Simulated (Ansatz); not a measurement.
Ansatz (a quantum-chemistry and plane-wave program) input for Al(F)(OMe)2 (C₂H₆AlFO₂), SMILES C[O][Al]([F])[O]C, PBE-D3(BJ)/def2-SVP. 

Ansatz 0.2 input:
```yaml
crystal:
  periodic: [false, false, false]
  atoms:
    - {symbol: Al, position_ang: [0.23673039, 0.26291130, 0.27151208]}
    - {symbol: F, position_ang: [0.78948126, 1.61502923, 1.05090761]}
    - {symbol: O, position_ang: [-0.99975613, 0.37126153, -0.85992647]}
    - {symbol: C, position_ang: [-1.82120960, 1.33090523, -1.43872785]}
    - {symbol: H, position_ang: [-1.62861058, 2.35018242, -1.05686409]}
    - {symbol: H, position_ang: [-1.68096712, 1.35237368, -2.53384393]}
    - {symbol: H, position_ang: [-2.88373710, 1.09801991, -1.24850211]}
    - {symbol: O, position_ang: [0.94762970, -1.20830594, 0.64704450]}
    - {symbol: C, position_ang: [0.82580954, -2.54190971, 0.27599350]}
    - {symbol: H, position_ang: [0.05120419, -2.70593355, -0.49538262]}
    - {symbol: H, position_ang: [1.78286300, -2.92068272, -0.12379930]}
    - {symbol: H, position_ang: [0.56583288, -3.16468776, 1.15002822]}
basis:
  gaussian:
    orbitals: def2-SVP
hamiltonian:
  xc: pbe
  dispersion: d3bj
relax: {f_tol: 0.002, max_steps: 200}
```

Program output:

```
WARN ansatz: RAYON_NUM_THREADS=1 ignored (pool sized by the plan → 1); use --threads N
Functional definition: PBE
integrals: 0.06 GiB planned
1291 factors; their error is unknown
mean field: 0.32 GiB planned
mean field evaluation 1: about -15546.3450 eV, gradient 8.6e1 eV
mean field evaluation 2: about -15499.0184 eV, gradient 1.7e2 eV
mean field evaluation 4: about -15560.8726 eV, gradient 1.2e1 eV
mean field evaluation 8: about -15561.1269 eV, gradient 2.3e-1 eV
mean field evaluation 16: about -15561.0680 eV, gradient 5.2e-4 eV
mean field -15561.06801910 eV, -571.8587020312 hartree, gradient 5.0e-5 eV, S^2 0.000000; 0 other end points of the search recorded, 0 dependent functions left out
the calculation of the forces begins
reference -15561.06806061 eV, -571.8587035566 hartree; 28, 28 occupied and 90, 90 virtual orbitals, 1291 factors
relax step   1: F+E_penalty+E_count = -15561.25532445 eV  Δ(F+E_penalty+E_count) = +0.000e0 eV  max|allowed force component| = 3.550e-1 eV/Å  Δτ_max = 0.0000 Å  (28 SCF iters, accepted)
these checks for a lower state are left out or cut short: starts, cluster_reference, orbital_swaps, neighbouring_geometries, increment
integrals: 0.06 GiB planned
1291 factors; their error is unknown
mean field: 0.32 GiB planned
mean field -15561.08930356 eV, -571.8594842205 hartree, gradient 1.2e-5 eV, S^2 0.000000; 0 other end points of the search recorded, 0 dependent functions left out
the calculation of the forces begins
reference -15561.08934518 eV, -571.8594857501 hartree; 28, 28 occupied and 90, 90 virtual orbitals, 1291 factors
relax step   2: F+E_penalty+E_count = -15561.27565024 eV  Δ(F+E_penalty+E_count) = -2.033e-2 eV  max|allowed force component| = 1.883e-1 eV/Å  Δτ_max = 0.0186 Å  (30 SCF iters, accepted)
these checks for a lower state are left out or cut short: starts, cluster_reference, orbital_swaps, neighbouring_geometries, increment
integrals: 0.06 GiB planned
1291 factors; their error is unknown
mean field: 0.32 GiB planned
mean field evaluation 32: about -15561.0948 eV, gradient 1.2e-5 eV
mean field -15561.09477279 eV, -571.8596852111 hartree, gradient 1.2e-5 eV, S^2 0.000000; 0 other end points of the search recorded, 0 dependent functions left out
the calculation of the forces begins
reference -15561.09481448 eV, -571.8596867431 hartree; 28, 28 occupied and 90, 90 virtual orbitals, 1291 factors
relax step   3: F+E_penalty+E_count = -15561.28055060 eV  Δ(F+E_penalty+E_count) = -4.900e-3 eV  max|allowed force component| = 7.102e-2 eV/Å  Δτ_max = 0.0117 Å  (31 SCF iters, accepted)
these checks for a lower state are left out or cut short: starts, cluster_reference, orbital_swaps, neighbouring_geometries, increment
integrals: 0.06 GiB planned
1291 factors; their error is unknown
mean field: 0.32 GiB planned
mean field -15561.09525945 eV, -571.8597030957 hartree, gradient 1.5e-5 eV, S^2 0.000000; 0 other end points of the search recorded, 0 dependent functions left out
the calculation of the forces begins
reference -15561.09530090 eV, -571.8597046189 hartree; 28, 28 occupied and 90, 90 virtual orbitals, 1291 factors
relax step   4: F+E_penalty+E_count = -15561.28283647 eV  Δ(F+E_penalty+E_count) = -2.286e-3 eV  max|allowed force component| = 7.767e-2 eV/Å  Δτ_max = 0.0710 Å  (29 SCF iters, accepted)
these checks for a lower state are left out or cut short: starts, cluster_reference, orbital_swaps, neighbouring_geometries, increment
integrals: 0.06 GiB planned
1291 factors; their error is unknown
mean field: 0.32 GiB planned
mean field -15561.09568177 eV, -571.8597186154 hartree, gradient 9.5e-6 eV, S^2 0.000000; 0 other end points of the search recorded, 0 dependent functions left out
the calculation of the forces begins
reference -15561.09572317 eV, -571.8597201369 hartree; 28, 28 occupied and 90, 90 virtual orbitals, 1291 factors
relax step   5: F+E_penalty+E_count = -15561.28331112 eV  Δ(F+E_penalty+E_count) = -4.747e-4 eV  max|allowed force component| = 5.432e-2 eV/Å  Δτ_max = 0.0112 Å  (31 SCF iters, accepted)
these checks for a lower state are left out or cut short: starts, cluster_reference, orbital_swaps, neighbouring_geometries, increment
integrals: 0.06 GiB planned
1291 factors; their error is unknown
mean field: 0.32 GiB planned
mean field -15561.09581106 eV, -571.8597233670 hartree, gradient 1.0e-5 eV, S^2 0.000000; 0 other end points of the search recorded, 0 dependent functions left out
the calculation of the forces begins
reference -15561.09585248 eV, -571.8597248890 hartree; 28, 28 occupied and 90, 90 virtual orbitals, 1291 factors
relax step   6: F+E_penalty+E_count = -15561.28342926 eV  Δ(F+E_penalty+E_count) = -1.181e-4 eV  max|allowed force component| = 2.671e-3 eV/Å  Δτ_max = 0.0047 Å  (25 SCF iters, accepted)
these checks for a lower state are left out or cut short: starts, cluster_reference, orbital_swaps, neighbouring_geometries, increment
integrals: 0.06 GiB planned
1291 factors; their error is unknown
mean field: 0.32 GiB planned
mean field -15561.09582382 eV, -571.8597238356 hartree, gradient 2.3e-5 eV, S^2 0.000000; 0 other end points of the search recorded, 0 dependent functions left out
the calculation of the forces begins
reference -15561.09586523 eV, -571.8597253577 hartree; 28, 28 occupied and 90, 90 virtual orbitals, 1291 factors
relax step   7: F+E_penalty+E_count = -15561.28343039 eV  Δ(F+E_penalty+E_count) = -1.133e-6 eV  max|allowed force component| = 2.610e-4 eV/Å  Δτ_max = 0.0014 Å  (22 SCF iters, accepted)
these checks for a lower state are left out or cut short: starts, cluster_reference, orbital_swaps, neighbouring_geometries, increment
integrals: 0.06 GiB planned
1291 factors; their error is unknown
mean field: 0.32 GiB planned
mean field evaluation 64: about -15561.0958 eV, gradient 1.2e-5 eV
mean field -15561.09584110 eV, -571.8597244708 hartree, gradient 1.2e-5 eV, S^2 0.000000; 0 other end points of the search recorded, 0 dependent functions left out
the calculation of the forces begins
reference -15561.09588252 eV, -571.8597259929 hartree; 28, 28 occupied and 90, 90 virtual orbitals, 1291 factors
relax step   8: F+E_penalty+E_count = -15561.28343077 eV  Δ(F+E_penalty+E_count) = -3.711e-7 eV  max|allowed force component| = 2.308e-3 eV/Å  Δτ_max = 0.0027 Å  (23 SCF iters, accepted)
these checks for a lower state are left out or cut short: starts, cluster_reference, orbital_swaps, neighbouring_geometries, increment
integrals: 0.06 GiB planned
1291 factors; their error is unknown
mean field: 0.32 GiB planned
mean field -15561.09584690 eV, -571.8597246840 hartree, gradient 9.8e-6 eV, S^2 0.000000; 0 other end points of the search recorded, 0 dependent functions left out
the calculation of the forces begins
reference -15561.09588832 eV, -571.8597262062 hartree; 28, 28 occupied and 90, 90 virtual orbitals, 1291 factors
relax step   9: F+E_penalty+E_count = -15561.28343109 eV  Δ(F+E_penalty+E_count) = -3.246e-7 eV  max|allowed force component| = 2.550e-3 eV/Å  Δτ_max = 0.0017 Å  (22 SCF iters, accepted)
these checks for a lower state are left out or cut short: starts, cluster_reference, orbital_swaps, neighbouring_geometries, increment
integrals: 0.06 GiB planned
1291 factors; their error is unknown
mean field: 0.32 GiB planned
mean field -15561.09584169 eV, -571.8597244924 hartree, gradient 8.9e-5 eV, S^2 0.000000; 0 other end points of the search recorded, 0 dependent functions left out
the calculation of the forces begins
reference -15561.09588311 eV, -571.8597260145 hartree; 28, 28 occupied and 90, 90 virtual orbitals, 1291 factors
relax step  10: F+E_penalty+E_count = -15561.28343132 eV  Δ(F+E_penalty+E_count) = -2.285e-7 eV  max|allowed force component| = 7.647e-4 eV/Å  Δτ_max = 0.0005 Å  (19 SCF iters, accepted)
integrals: 0.06 GiB planned
1291 factors; their error is unknown
mean field: 0.32 GiB planned
mean field -15561.09584169 eV, -571.8597244924 hartree, gradient 8.9e-5 eV, S^2 0.000000; 1 other end points of the search recorded, 0 dependent functions left out
the calculation of the forces begins
reference -15561.09588311 eV, -571.8597260145 hartree; 28, 28 occupied and 90, 90 virtual orbitals, 1291 factors
Total energy: -15561.28347274 eV, -571.8666198063 hartree
Atom 0 at     0.245073     0.269293     0.283553 Å, force     0.000017    -0.000205     0.000397 eV/Å
Atom 1 at     0.776716     1.653223     1.051346 Å, force     0.000028     0.000177    -0.000024 eV/Å
Atom 2 at    -0.999867     0.319247    -0.870555 Å, force    -0.000307     0.000025    -0.000482 eV/Å
Atom 3 at    -1.814409     1.312212    -1.438354 Å, force     0.000260    -0.000765    -0.000010 eV/Å
Atom 4 at    -1.605481     2.332879    -1.042864 Å, force     0.000099     0.000606     0.000226 eV/Å
Atom 5 at    -1.676361     1.345192    -2.542726 Å, force    -0.000055     0.000002     0.000052 eV/Å
Atom 6 at    -2.888858     1.091365    -1.247146 Å, force     0.000058    -0.000012     0.000002 eV/Å
Atom 7 at     0.988292    -1.199452     0.691232 Å, force    -0.000088     0.000052    -0.000172 eV/Å
Atom 8 at     0.818470    -2.529730     0.272093 Å, force    -0.000158    -0.000002    -0.000095 eV/Å
Atom 9 at     0.022753    -2.651256    -0.498640 Å, force     0.000093     0.000058     0.000121 eV/Å
Atom 10 at     1.766752    -2.925559    -0.156600 Å, force    -0.000033    -0.000003    -0.000016 eV/Å
Atom 11 at     0.552191    -3.178249     1.137100 Å, force     0.000085     0.000068     0.000001 eV/Å
Dipole moment:    -0.246418    -0.152443    -0.260396 e Å
```

Self-consistency was reached.

Cost: roughly 50 core-seconds.
